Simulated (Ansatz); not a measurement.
System: C3H7Br, charge 0, singlet. C3H7Br (2-bromopropane, SMILES CC(C)Br).
B3LYP-D3(BJ)/def2-TZVP minimum from Ansatz (a first-principles code):
```
C
H 1 1.0876
C 1 1.5140 2 110.85
H 3 1.0888 1 111.59 2 -54.60
H 3 1.0906 4 108.52 1 122.53
H 3 1.0941 4 108.39 5 117.31
C 1 1.5140 2 110.85 3 127.44
H 7 1.0888 1 111.59 2 54.60
H 7 1.0906 8 108.52 1 -122.53
H 7 1.0941 8 108.39 9 -117.31
Br 1 1.9990 2 102.52 7 116.28
```

Total energies in cc-pVDZ, 26 correlated electrons, 17 frozen orbitals. Open shells are spin-unrestricted; no spin-orbit coupling. Correlated methods leave the cores frozen (noble-gas shells, and filled d and f shells in the p block). No relativity. Spin-orbit terms, left out, reach several kcal/mol for Br and I, and more for heavier atoms.

```tsv
method	program	energy (Eh)	minus CCSDT(Q) (mEh)
HF	Ansatz	-2690.08091	625.02
MP2	Ansatz	-2690.63427	71.66
CCSD	Ansatz	-2690.68683	19.11
CCSD(T)	Ansatz	-2690.70399	1.94
CCSDT(Q)	Ansatz	-2690.70593	0.00
```

Rough core times of Ansatz's runs on a shared machine: CCSD(T) under 20 s, CCSDT(Q) 30 min.
